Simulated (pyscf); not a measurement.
Optimised with ωB97X-D3(BJ)/def2-SVP in PySCF. Correlated levels are frozen-core, on RHF or UHF. ΔMP2 is the change of the MP2 total energy from the triple- to the quadruple-zeta basis.

Estimate by transition-state theory (the high-pressure limit) the rate constant of •HC=C=CH₂ → cyclic C₃H₃ (SMILES [C]1=CC1) [doublet] (doublet surface; none broken, C–C formed) at 1200 K, with CCSD(T)/def2-TZVPP + ΔMP2(QZVPP) energies (ideal gas, 1 atm, RRHO with modes under 100 cm⁻¹ raised to 100, one conformer, R ln 2 for rigid chiral ones; no tunnelling).

The electronic barrier is 50.8 kcal/mol and the thermal terms add -2.3, so ΔG‡ = 48.5 kcal/mol. With k_BT/h = 2.50e+13 s⁻¹ and RT = 2.385 kcal/mol, k = 3.7e+04 s⁻¹; so small a molecule is far into fall-off at 1 atm, where the true rate is lower. Wigner's tunnelling factor for 700i cm⁻¹ would be 1.03. The way back has so low a barrier that the product returns at once, so this is no net rate. A shift of 1 kcal/mol in the barrier changes k by a factor 1.5. cyclic C₃H₃ (SMILES [C]1=CC1) [doublet] lies 40.2 kcal/mol over its isomer HC≡C–CH₂•, and others may lie lower still (electronic energy, ωB97M-D3(BJ)). This is the saddle that the search found; another between the same sides may lie lower. The CCSD(T) − MP2 part came from Ansatz, without density fitting, on the same reference. A UHF reference is spin-contaminated (<S²> up to 1.07), which harms MP2 most.
